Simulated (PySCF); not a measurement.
Excitation energies in several basis sets

Compound: C3H3BrF2Si.
InChI=1S/C3H3BrF2Si/c4-3(7-6)1-2(3)5/h1H,7H2/t3-/m0/s1

TDDFT with PBE0 (PySCF), vertical singlets, core orbitals frozen in the response, spherical d and f functions. Geometry: PBE0-D3(BJ)/def2-SVP, one conformer, isolated molecule. Relativistic effects, spin–orbit coupling among them, are left out although an element past zinc is present.

Task: How do the low singlets change with the basis? Take 6-31G*, def2-SVP, def2-SVPD, aug-cc-pVDZ and def2-TZVP.

Result: 

| basis | functions | diffuse | S1 (eV) | S2 (eV) | S3 (eV) | S4 (eV) | S5 (eV) | LUMO (eV) | α (au) |
| --- | --- | --- | --- | --- | --- | --- | --- | --- | --- |
| 6-31G* | 126 | no | 5.82 | 6.01 | 6.19 | 6.54 | 6.59 | -0.50 | 65.3 |
| def2-SVP | 135 | no | 5.78 | 5.98 | 6.21 | 6.43 | 6.63 | -0.61 | 66.5 |
| def2-SVPD | 195 | yes | 5.67 | 5.85 | 6.00 | 6.31 | 6.39 | -0.94 | 81.9 |
| aug-cc-pVDZ | 205 | yes | 5.66 | 5.83 | 5.96 | 6.26 | 6.33 | -0.91 | 82.4 |
| def2-TZVP | 258 | no | 5.72 | 5.88 | 6.02 | 6.36 | 6.43 | -0.80 | 77.0 |

States are compared by their number. Against the largest diffuse basis here (aug-cc-pVDZ, itself not a converged limit), sets without diffuse functions differ by up to 0.15 eV in S1 and 0.31 eV in S5; the smaller diffuse sets differ by up to 0.00 and 0.06 eV. State by state, the largest deviation of a set without diffuse functions is S1 0.15, S2 0.17, S3 0.25, S4 0.28, S5 0.31 eV. The same number needn't mean the same state in each row. Against aug-cc-pVDZ the polarisability deviates by -21% in 6-31G*, -19% in def2-SVP, -1% in def2-SVPD, -7% in def2-TZVP.
